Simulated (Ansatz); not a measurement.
`C[N](C)[Sn]([Cl])([Cl])[N](C)C` → Cl₂ + `C[N](C)[Sn][N](C)C`  (stannylene formation by 1,1-elimination)

Gas-phase electronic energies from Ansatz, PBE0-D4/def2-TZVP geometries. CCSD(T)/CBS is the MP2 limit (def2-TZVPP, def2-QZVPP) plus CCSD(T) − MP2 in def2-TZVPP, frozen cores. This one scheme is used for every species. DFT in def2-TZVPP. HSE06 is defined as in plane-wave codes. def2 core potentials past Kr. For Sn outer-core shells are correlated without core-valence functions, which leaves a few kJ/mol of doubt a bond. Each species was taken in one conformer, which may not be the lowest.

```tsv
level	ΔE (kcal/mol)
HSE06-D4	81.2
MP2/def2-TZVPP	85.7
CCSD/def2-TZVPP	83.6
CCSD(T)/def2-TZVPP	83.1
```

**Question.** What does CCSD(T)/CBS give? (An estimate is asked.)

**Answer.** Computed: +83.7 kcal/mol. The listed levels differ from it by -2.5, 2.0, -0.1, -0.6 kcal/mol.

Largest T1 diagnostic among the species: 0.017.

Leaving LDA and LC-ωPBE aside and taking each functional with its dispersion term where it has one, the values, not all of them listed here, spread over 18.4 kcal/mol, from BLYP-D4 to PBE-QIDH. LDA lies +5.6 kcal/mol from PBE without D4. From PBE to PBE0 (25 % exact exchange), in def2-TZVPP and without D4, ΔE moves by +8.1 kcal/mol.
